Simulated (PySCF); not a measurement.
An unknown shows these calculated signals:

1H NMR (400 MHz, computed): δ 6.63 (m, 1H), 5.24 (t, 2H), 4.79 (br s, 1H), 4.47 (s, 3H), 4.38 (m, 1H), 4.34 (m, 1H), 2.27 (t, 2H).

13C{1H} NMR (computed): δ 185.6 (C), 156.9 (CH), 93.5 (CH2), 23.3 (CH2).

- σ from GIAO-PBE0/pcSseg-1
- geometry: GFN2-xTB
- program: PySCF
- non-relativistic Hamiltonian, isolated molecule, one computed conformer, averaged over atoms made equivalent by symmetry, fast rotation or ring inversion

Chemical shifts δ = σref − σ; 1H (σref 31.72), 13C (σref 186.93) vs TMS, all at this level.

Q: Which of these does the molecule contain: an OH group, an N-methyl group, a carboxylic acid, a non-aromatic C=C double bond, an NH or NH2 group, a vinyl group CH=CH2?

A: 
- An OH group: no.
- An N-methyl group: no.
- A carboxylic acid: no.
- A non-aromatic C=C double bond: yes.
- An NH or NH2 group: yes (δH 4.79 (br s)).
- A vinyl group CH=CH2: yes (δC 93.5, 156.9; δH 4.38 (m), 4.34 (m), 6.63 (m)).

The data belong to SMILES C([SiH2]OC=C)C(=O)N[SiH3], C4H11NO2Si2; they needn't prove each group on their own.

Carbon signals by region: 1 in the far downfield region (above 160 ppm), 1 in the sp2 and nitrile region (100–160 ppm), 1 at 50–100 ppm, 1 below 50 ppm. Above 160 ppm: 185.6, amide carbonyl carbon.

The OH or NH signal is concentration- and solvent-dependent in practice; the value given is the gas-phase one. Shifts are as computed. Against solution values, carbons near 30 ppm lie about +3 ppm off and those near 130 ppm about +5 ppm. Of 1211 compounds with measured shifts, 218 miss one by over three times the rms of a fit or turn the order of signals round; such compounds aren't used in these exercises. The C=O carbon of an acid or of an amide with N–H lies up to 10 ppm further downfield in solution, through hydrogen bonding that the calculation lacks. Multiplicities follow the n + 1 count of equivalent neighbours, as no J values were calculated; m marks all less simple cases, F and P coupling included.
